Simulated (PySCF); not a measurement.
# Two-component Hartree-Fock for Nd⁵⁰⁺ (neodymium, charge +50)

Start: [Ne]. Calculated with PySCF 2.14 in an even-tempered Gaussian basis (17 s from 7.1 bohr⁻², ratio 2.6; 13 p from 9.3 bohr⁻², ratio 2.6; 6 d from 9.5 bohr⁻², ratio 2.8; 3 f from 210 bohr⁻², ratio 2.8): generalised Hartree-Fock with the X2C-1e Hamiltonian and a Gaussian nucleus; spin-orbit coupling (SO) screened by Boettger's factors.

```tsv
spinor shell	electrons	ε, screened SO (eV)	weight of nominal j (screened SO)	rms radius, screened SO (bohr)
1s1/2	2	-47492.3	1.000	0.0269
2s1/2	2	-10648.4	1.000	0.107
2p1/2	2	-10298.1	1.000	0.0916
```

Task: Where does 2p3/2 lie, and what is the 2p spin-orbit splitting (screened SO)?

Result: At -9754.0 eV, 544.14 eV above 2p1/2.

```csv
quantity,screened SO
E (hartree),-6989.25972
M_J,0
⟨J²⟩,0.000
⟨L²⟩,0.013
⟨S²⟩,0.013
```

Breit and QED terms are absent; they matter most for the inner s and p1/2 levels.

Densities and radii are taken from the X2C orbitals without a picture-change correction, which distorts them close to the nucleus.
